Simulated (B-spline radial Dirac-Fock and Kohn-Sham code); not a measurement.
## Kohn-Sham estimates against Dirac-Fock for the levels of Ni³⁺

System: nickel as Ni³⁺, [Ar] 3d7.

The density-functional columns are spherical, spin-unpolarised Dirac-Kohn-Sham results without Breit or QED terms: −ε is minus the orbital energy of the initial state and ΔSCF the difference of two total energies. The reference in the last column comes from Dirac-Fock ΔSCF + Breit + QED. All numbers are from an atomic code on a B-spline grid, in eV; a selection of levels is shown. The Kohn-Sham columns are given as differences from the reference. For the 1s level of heavy atoms much of the gap between ΔSCF and the reference is the Breit and QED part, -14.5 eV here; for other levels the error of the functional can be larger.

```csv
level,LDA −ε − DF,LDA ΔSCF − DF,PBE −ε − DF,PBE ΔSCF − DF,Dirac-Fock
K (1s),-157.0,+14.0,-140.0,+31.6,8390.4
L1 (2s),-52.1,-23.3,-50.2,-21.6,1072.1
L2 (2p1/2),-35.3,-0.8,-34.8,-0.3,931.3
L3 (2p3/2),-35.6,-1.7,-35.2,-1.3,914.2
M1 (3s),-21.6,-9.9,-21.1,-9.4,171.6
M2 (3p1/2),-14.8,-3.4,-14.7,-3.3,126.9
M3 (3p3/2),-14.8,-3.5,-14.8,-3.4,124.7
"M4,5 (3d)",-7.7,+2.8,-8.1,+2.4,55.12
```

Values without a named source are computed, but for edge energies of neutral atoms, which are taken from tables.
